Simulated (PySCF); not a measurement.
Molfile (atoms numbered from 1):
```
C7H6ClF
     RDKit          3D

 15 15  0  0  0  0  0  0  0  0999 V2000
    2.6043    1.3863   -0.7426 F   0  0  0  0  0  0  0  0  0  0  0  0
    2.2289    0.2272   -0.1162 C   0  0  0  0  0  0  0  0  0  0  0  0
    0.7337    0.0812   -0.0426 C   0  0  0  0  0  0  0  0  0  0  0  0
   -0.1167    1.0440   -0.5663 C   0  0  0  0  0  0  0  0  0  0  0  0
   -1.4896    0.8876   -0.4857 C   0  0  0  0  0  0  0  0  0  0  0  0
   -2.0116   -0.2418    0.1213 C   0  0  0  0  0  0  0  0  0  0  0  0
   -3.7252   -0.4464    0.2223 Cl  0  0  0  0  0  0  0  0  0  0  0  0
   -1.1747   -1.2133    0.6501 C   0  0  0  0  0  0  0  0  0  0  0  0
    0.1941   -1.0463    0.5668 C   0  0  0  0  0  0  0  0  0  0  0  0
    2.6709    0.2545    0.8876 H   0  0  0  0  0  0  0  0  0  0  0  0
    2.6769   -0.5971   -0.6851 H   0  0  0  0  0  0  0  0  0  0  0  0
    0.2962    1.9212   -1.0401 H   0  0  0  0  0  0  0  0  0  0  0  0
   -2.1493    1.6382   -0.8912 H   0  0  0  0  0  0  0  0  0  0  0  0
   -1.5929   -2.0887    1.1212 H   0  0  0  0  0  0  0  0  0  0  0  0
    0.8505   -1.7986    0.9787 H   0  0  0  0  0  0  0  0  0  0  0  0
  1  2  1  0
  2  3  1  0
  3  4  1  0
  4  5  2  0
  5  6  1  0
  6  7  1  0
  6  8  2  0
  8  9  1  0
  9  3  2  0
  2 10  1  0
  2 11  1  0
  4 12  1  0
  5 13  1  0
  8 14  1  0
  9 15  1  0
M  END
```

One computed conformer, non-relativistic Hamiltonian, equivalent nuclei averaged, isolated molecule. Shielding tensors at PBE0/pcSseg-1 (GIAO); geometry: GFN2-xTB; PySCF 2.14.0 with density-fitted response routines.

Chemical shifts δ = σref − σ; TMS for 13C, 1H; 19F against CFCl3; HCl for 35Cl, all at this level.

```csv
atoms,nucleus,count,Hirshfeld charge,δ (ppm)
C2,13C,1,0.03,?
H10/H11,1H,2,0.05,5.92
C5/C8,13C,2,-0.06,135.0
F1,19F,1,-0.11,-265.4
Cl7,35Cl,1,-0.03,233
C4/C9,13C,2,-0.05,129.3
H12/H15,1H,2,0.05,7.52
C3,13C,1,-0.01,142.6
H13/H14,1H,2,0.05,?
C6,13C,1,0.01,?
```

**Question.** Complete the table.

**Answer.** 
- C6: 144.4 ppm, aromatic carbon bearing chlorine
- C2: 86.4 ppm, sp3 CH2 bonded to F, on an aromatic ring; pulled downfield by the heteroatom
- H13/H14: 7.67 ppm, hydrogen on an aromatic CH; ring-current deshielding

Carbons that carry Cl, above all several Cl atoms, come out too deshielded, partly because spin–orbit coupling is missing. Shifts are as computed. Against solution values, carbons near 30 ppm lie about +3 ppm off and those near 130 ppm about +5 ppm; carbons on Cl a further +6 ppm. Of 1309 compounds with measured shifts, 239 miss one by over three times the rms of a fit or turn the order of signals round; such compounds aren't used in these exercises. Unscaled 19F shifts against computed CFCl3 carry errors that often reach 10 to 50 ppm.
